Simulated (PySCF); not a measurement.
A GIAO shielding run with PySCF 2.14.0 with density-fitted response routines (density fitting, non-relativistic, gas phase) on SMILES S=C(C)[SiH]1OCCCO1, C$_{5}$H$_{10}$O$_{2}$SSi:

```
$ OMP_NUM_THREADS=1 python probes_run.py task.json out

{"job": {"kind": "nmr", "xc": "PBE0", "basis": "pcSseg-1"}, "charge": 0, "multiplicity": 1}
C      2.614258     0.706160     0.605454
C      2.322963    -0.454204    -0.271719
S      3.509352    -1.402546    -0.844254
Si     0.547648    -0.870485    -0.746088
O     -0.103625     0.464316    -1.423067
C     -1.472088     0.720980    -1.242743
C     -1.889827     0.568090     0.215208
C     -1.632524    -0.851628     0.706367
O     -0.272337    -1.191861     0.628199
H      3.684728     0.849785     0.738112
H      2.168964     1.605436     0.178418
H      2.145243     0.541173     1.576931
H      0.459326    -2.002045    -1.664181
H     -1.649630     1.743739    -1.588645
H     -2.052723     0.032682    -1.868611
H     -2.947433     0.807237     0.321564
H     -1.301549     1.258975     0.821990
H     -1.924163    -0.954620     1.755883
H     -2.216385    -1.561932     0.108883
```

Hardware: 1 thread of an Arm Neoverse N1, shared host. The job also computes population analyses, field gradients, ring-centre shieldings.

Question: How large is the calculation?

Answer: 86 electrons, 217 basis functions and 1171 auxiliary functions.

Question: How long does it take, and how much memory does it need?

Answer: 100 s of wall time, with 14 SCF cycles and 5 response iterations; peak memory 1.1 GiB. Times on a shared host scatter by some tens of per cent.
